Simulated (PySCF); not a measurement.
C2H6Si (SMILES C[Si]C), singlet, geometry from GFN2-xTB. Base run: PBE0/STO-3G (PySCF).

Input for PySCF:
```python
from pyscf import gto, scf, dft

mol = gto.M(
    atom='''
Si   -0.25781853    0.11561357    0.69927516
C     0.74714689    1.26727629   -0.47256628
H     0.92573921    2.24312512   -0.02482989
H     0.22513318    1.43369211   -1.41547096
H     1.72091760    0.83786826   -0.71036843
C    -0.40578857   -1.42035160   -0.45329187
H     0.57448304   -1.79226401   -0.75330936
H    -0.95623279   -1.18077588   -1.36366825
H    -0.92873070   -2.24178365    0.03294363
''',
    basis='sto-3g',
    verbose=4,
)

mf = dft.RKS(mol)
mf.xc = 'pbe0'
mf.kernel()
```

Variants of this job, named by their change:

```json
[
 {"change": "base", "ΔE vs base (µEh)": "0.0", "grid points": "106264", "electrons on the grid": "31.99998"},
 {"change": "grids.prune = dft.gen_grid.sg1_prune", "ΔE vs base (µEh)": "3.4", "grid points": "44904", "electrons on the grid": "31.99996"},
 {"change": "grids.atom_grid = (30, 110)", "ΔE vs base (µEh)": "519", "grid points": "22192", "electrons on the grid": "31.99968"},
 {"change": "grids.prune = off", "ΔE vs base (µEh)": "0.0", "grid points": "170624", "electrons on the grid": "31.99998"},
 {"change": "grids.level = 1", "ΔE vs base (µEh)": "-51.7", "grid points": "31608", "electrons on the grid": "31.99996"},
 {"change": "grids.atom_grid = (50, 194)", "ΔE vs base (µEh)": "-43.1", "grid points": "59488", "electrons on the grid": "31.99996"},
 {"change": "grids.radi_method = delley", "ΔE vs base (µEh)": "0.0", "grid points": "114016", "electrons on the grid": "31.99998"},
 {"change": "grids.atom_grid = (99, 590)", "ΔE vs base (µEh)": "-1.8", "grid points": "292064", "electrons on the grid": "32.00000"},
 {"change": "grids.atom_grid = (150, 974)", "ΔE vs base (µEh)": "-2.1", "grid points": "730504", "electrons on the grid": "32.00000"},
 {"change": "grids.prune = dft.gen_grid.treutler_prune", "ΔE vs base (µEh)": "-1.1", "grid points": "92624", "electrons on the grid": "31.99998"},
 {"change": "grids.level = 2", "ΔE vs base (µEh)": "-0.3", "grid points": "66576", "electrons on the grid": "31.99997"}
]
```
